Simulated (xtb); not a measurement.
ClFH4Si2, SMILES F[SiH2][SiH2]Cl. All values are semi-empirical tight-binding results from xtb (GFN2-xTB unless named), good for trends rather than for accurate numbers. Geometry: GFN2-xTB. This is a generated structure with no PubChem entry under its InChIKey; it may be hypothetical. Other conformers were not sampled.

The orbital gap is 4.37 eV and the dipole moment is 1.97 D. The zero-point energy comes out as 22.9 kcal/mol, the G − E(el) at 298.15 K (modified RRHO) is 2.8 kcal/mol and the static polarisability (D4 model) is 72.9 bohr³. The solvation energy, GFN2-xTB/ALPB(water) is -0.6 kcal/mol. The solvation energy, GFN2-xTB/ALPB(benzene) is -2.2 kcal/mol.
